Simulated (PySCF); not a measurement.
Atoms are numbered as in `[CH2:1]=[CH:2][C@@H:3]1[C@@H:4]([SiH3:5])[C@@H:6]1[O:7][CH3:8]`. Hydrogens are named by the atom that carries them. Ha(C1) is cis to C3; Hb(C1) is trans to C3.

A single conformation, in vacuum, one averaged value for each set of equivalent atoms, non-relativistic. Structure optimised with GFN2-xTB; PBE0/pcSseg-1 with gauge-including orbitals; PySCF 2.14.

List the cross peaks expected in HSQC, COSY and HMBC spectra.

Results:



HSQC (one-bond C–H):
```
           δH          δC
 5.92 (H(C2))  146.2 (C2)
5.50 (Ha(C1))  119.9 (C1)
5.36 (Hb(C1))  119.9 (C1)
 3.53 (H(C8))   60.6 (C8)
 3.11 (H(C6))   69.1 (C6)
 1.35 (H(C3))   31.6 (C3)
-0.18 (H(C4))    9.3 (C4)
```

COSY cross peaks (H two or three bonds apart, from the bond graph; peaks can be absent where the dihedral angle is near 90°):
```
           δH             δH
 5.92 (H(C2))  5.50 (Ha(C1))
 5.92 (H(C2))  5.36 (Hb(C1))
 5.92 (H(C2))   1.35 (H(C3))
5.50 (Ha(C1))  5.36 (Hb(C1))
3.85 (H(Si5))  -0.18 (H(C4))
 3.11 (H(C6))   1.35 (H(C3))
 3.11 (H(C6))  -0.18 (H(C4))
 1.35 (H(C3))  -0.18 (H(C4))
```

HMBC (two and three bonds, from the bond graph):
```
           δH                                           δC
 5.92 (H(C2))   119.9 (C1), 69.1 (C6), 31.6 (C3), 9.3 (C4)
5.50 (Ha(C1))                        146.2 (C2), 31.6 (C3)
5.36 (Hb(C1))                        146.2 (C2), 31.6 (C3)
3.85 (H(Si5))               69.1 (C6), 31.6 (C3), 9.3 (C4)
 3.53 (H(C8))                                    69.1 (C6)
 3.11 (H(C6))   146.2 (C2), 60.6 (C8), 31.6 (C3), 9.3 (C4)
 1.35 (H(C3))  146.2 (C2), 119.9 (C1), 69.1 (C6), 9.3 (C4)
-0.18 (H(C4))             146.2 (C2), 69.1 (C6), 31.6 (C3)
```

Referencing at the same level of theory: TMS for 1H (σ = 31.72 ppm) and 13C (σ = 186.93 ppm).

Short H···H contacts in this conformer between protons four or more bonds apart (candidates for NOE cross peaks, intensity ∝ r⁻⁶): Ha(C1)···H(C3) 2.48 Å, H(C6)···H(C8) 2.48 Å, H(C2)···H(C4) 2.53 Å, H(C4)···H(C8) 2.73 Å.

Shifts are as computed. Against solution values, carbons near 30 ppm lie about +3 ppm off and those near 130 ppm about +5 ppm. Of 1211 compounds with measured shifts, 218 miss one by over three times the rms of a fit or turn the order of signals round; such compounds aren't used in these exercises.
